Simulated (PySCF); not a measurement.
GeH₆Si, SMILES [SiH3][GeH3] (connectivity only; charge and spin as stated), charge +1, multiplicity 2. Geometry: PBE-D3(BJ)/def2-TZVP. The spin state was assumed, not searched.

Level of theory: PBE-D3(BJ)/def2-TZVP run with PySCF.

Harmonic wavenumbers (cm⁻¹): 98, 167, 225, 225, 278, 278, 640, 712, 807, 807, 885, 885, 2103, 2160, 2160, 2177, 2240, 2240. Rotational constants (GHz): 37.22, 2.825, 2.825; symmetry number 3.

### Question
Work out the zero-point energy and the ideal-gas rigid-rotor harmonic-oscillator thermochemistry at 298.15 K and 1 atm.

### Answer
ZPE = ½ Σ hcν = ½ × 19088 cm⁻¹ = 114.17 kJ/mol. H − E(el) = 134.09 kJ/mol. Entropy in J/(mol K): translation 167.00, rotation 93.36, vibration 59.68, spin 5.76, total 325.80. G − E(el) = 36.95 kJ/mol. Cp = 95.93 J/(mol K). Modes under 150 cm⁻¹ make the vibrational entropy uncertain.
